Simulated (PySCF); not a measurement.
Input for PySCF: R-B3LYP/6-31G* on C3H4O (a complex), monomers drawn apart or pushed together.

```python
from pyscf import gto, scf, dft, mp
from pyscf.data.elements import chemcore

mol = gto.M(
    atom='''
    C     0.55286186    0.37814664    0.23238373
    C    -0.51979850   -0.33351269   -0.08030164
    H     0.50620268    1.45305112    0.35926049
    H     1.52180358   -0.08345295    0.37739485
    H    -0.47307577   -1.40849635   -0.20638181
    H    -1.48923763    0.12873788   -0.22186758
    C     0.54824638   -0.02313184    4.15078054
    O    -0.52608771   -0.09153048    4.47782155
    ''',
    basis='6-31g*',
    cart=True,
    charge=0, spin=0, verbose=3, max_memory=1800)
mf = dft.RKS(mol, xc='b3lyp')
mf.conv_tol = 1e-8
mf.max_cycle = 100
mf.kernel()
if not mf.converged:
    mf = mf.newton().run(mf.mo_coeff, mf.mo_occ)
```

**Question.** Predict the final total energy.

**Answer.** -191.8970 hartree.
